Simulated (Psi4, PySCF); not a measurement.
ketene (C$_{2}$H$_{2}$O), singlet, geometry from GFN2-xTB, atoms displaced at random by about 0.08 Å a coordinate. Base run: PBE/6-31G, gradient (PySCF).

PySCF was given this input:
```python
from pyscf import gto, scf, dft

mol = gto.M(
    atom='''
C     0.11146138   -0.02139379   -1.38082066
C    -0.08358127    0.04865077    0.08445774
H     0.01491000    0.87875650   -1.74467821
H     0.01631185   -0.89972870   -1.90131923
O    -0.03039843    0.00356313    1.28956211
''',
    basis='6-31g',
    verbose=4,
)

mf = dft.RKS(mol)
mf.xc = 'pbe'
mf.kernel()
g = mf.nuc_grad_method()
grad = g.kernel()
```

Programs used: Psi4, PySCF; a row that names a program was run with it.

The coordinate followed is y of atom 5.

Variants of this job, named by their change:

```json
[
 {"change": "base", "dE/dx (Eh/bohr)": "-0.006360", "net force (Eh/bohr)": "0.000015"},
 {"change": "grids.level = 5; grid_response = on", "dE/dx (Eh/bohr)": "-0.006374", "net force (Eh/bohr)": "0.000000"},
 {"change": "density fitting = on", "dE/dx (Eh/bohr)": "-0.006359", "net force (Eh/bohr)": "0.000015"},
 {"change": "finite difference step (bohr) = 1e-5; conv_tol = 1e-11", "dE/dx (Eh/bohr)": "-0.006369", "net force (Eh/bohr)": "-"},
 {"change": "conv_tol = 1e-4", "dE/dx (Eh/bohr)": "-0.006388", "net force (Eh/bohr)": "0.000015"},
 {"change": "code = psi4", "dE/dx (Eh/bohr)": "-0.006355", "net force (Eh/bohr)": "0.000012"},
 {"change": "grids.level = 0; grid_response = on", "dE/dx (Eh/bohr)": "-0.005711", "net force (Eh/bohr)": "0.000000"},
 {"change": "grids.level = 0; grid_response = off", "dE/dx (Eh/bohr)": "-0.005726", "net force (Eh/bohr)": "0.003509"},
 {"change": "grid_response = on", "dE/dx (Eh/bohr)": "-0.006369", "net force (Eh/bohr)": "0.000000"},
 {"change": "grids.level = 5; grid_response = off", "dE/dx (Eh/bohr)": "-0.006374", "net force (Eh/bohr)": "0.000001"},
 {"change": "density fitting = on; auxbasis_response = off", "dE/dx (Eh/bohr)": "-0.006291", "net force (Eh/bohr)": "0.000383"},
 {"change": "finite difference step (bohr) = 0.01; conv_tol = 1e-11", "dE/dx (Eh/bohr)": "-0.006369", "net force (Eh/bohr)": "-"}
]
```

The net force is zero for an exact gradient.
